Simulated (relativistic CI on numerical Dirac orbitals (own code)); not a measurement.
**Pt³⁺: resonant inelastic scattering at the L2,3 edge**

Computed with this model: Dirac-Coulomb-Breit CI, KLI orbitals optimised for each configuration, model QED, valence Slater integrals scaled by 0.8, Kramers-Heisenberg scattering through one core-hole configuration in a parametric crystal field; configurations [Xe] 4f14 5d7 → [He] 2s2 2p5 3s2 3p6 3d10 4s2 4p6 4d10 4f14 5s2 5p6 5d8; 10 K; core-hole width 5 eV; summed over polarisations. Incident energies are the highest absorption maxima for each field (at most a few, so the weaker spin-orbit partner edge can be absent), on the computed scale of the free ion. Intensities are in per cent of the strongest line above 0.02 eV; levels within 1 cm⁻¹ are merged; final levels count from the ground level, the first row holds all elastic scattering, lines under 0.4 are left out and each table stops after 24 rows. The scale of the Slater integrals is a model choice and moves the terms in proportion.

Field parameters in Wybourne normalisation: D3d B²₀ = −7Dσ, B⁴₀ = −14Dq − 21Dτ, B⁴₃ = −14√(10/7) Dq; D4h B²₀ = −7Ds, B⁴₀ = 21(Dq − Dt), B⁴₄ = 21√(5/14) Dq. The field is a parameter set, without covalency, and values of 10Dq over about 45,000 cm⁻¹ lie beyond real compounds.

S is read from ⟨S²⟩ = S(S + 1).

D4h, 10Dq = 39700, Ds = 1320, Dt = 520 cm⁻¹:

```tsv
Final level (eV)	Degeneracy	Irrep	S	11563.8 eV	13274.6 eV
0.000	2	Γ6	0.57	595.9	31.1
0.920	2	Γ7	0.60	72.9	8.9
2.819	2	Γ6	1.48	10.7	0.6
3.046	2	Γ7	1.44	26.2	1.1
3.133	2	Γ6	1.43	55.9	4.1
3.806	2	Γ7	1.43	34.3	3.8
3.826	2	Γ6	1.46	23.2	15.6
3.936	2	Γ7	1.44	11.6	9.4
3.991	2	Γ7	0.68	83.6	4.3
4.392	2	Γ6	0.58	64.5	8.4
4.837	2	Γ6	0.59	100.0	20.3
5.095	2	Γ7	0.59	42.2	5.6
5.141	2	Γ6	0.57	31.8	23.1
5.311	2	Γ7	0.56	28.4	13.7
5.336	2	Γ6	0.59	31.7	12.2
5.715	2	Γ7	0.57	3.9	14.4
5.800	2	Γ6	0.54	30.6	8.5
6.465	2	Γ7	0.60	20.8	6.4
7.610	2	Γ7	0.68	0.7	2.1
7.788	2	Γ6	1.36	0.5	0.1
7.953	2	Γ6	1.02	1.5	0.7
```

D3d, 10Dq = 50000, Dσ = 150, Dτ = 40 cm⁻¹:

```
Final level (eV)  Degeneracy  Irrep     S  11564.6 eV  13275.3 eV
           0.000           2  Γ5+Γ6  0.54       537.0        40.7
           0.002           2     Γ4  0.54       123.5        14.8
           3.980           2     Γ4  1.48        10.9         0.8
           4.221           2     Γ4  1.44        39.6         3.6
           4.254           2  Γ5+Γ6  1.44        41.3         3.5
           4.914           2     Γ4  1.49        16.2         8.6
           4.970           2  Γ5+Γ6  1.48        22.8        14.4
           4.973           2     Γ4  1.48        17.3        12.2
           5.659           2  Γ5+Γ6  0.55       100.0         2.9
           5.666           2     Γ4  0.55        52.9         1.3
           6.180           2  Γ5+Γ6  0.58        56.3        11.1
           6.194           2     Γ4  0.53        23.1         8.0
           6.203           2     Γ4  0.57        77.4        17.7
           6.334           2     Γ4  0.53        46.0        27.8
           6.740           2     Γ4  0.55        20.8         9.8
           6.773           2  Γ5+Γ6  0.55        39.0        18.8
           7.017           2     Γ4  0.52        27.2         9.6
           7.933           2     Γ4  0.53        37.5         6.6
```

For the first field the strongest loss at the lowest incident energy is the level at 4.84 eV (S = 0.59, against 0.57 in the thermal ground state). Levels of other spin, the first over 8 % at 2.82 eV, appear because spin-orbit coupling of the core hole, and in heavier ions of the valence shell too, mixes spins.
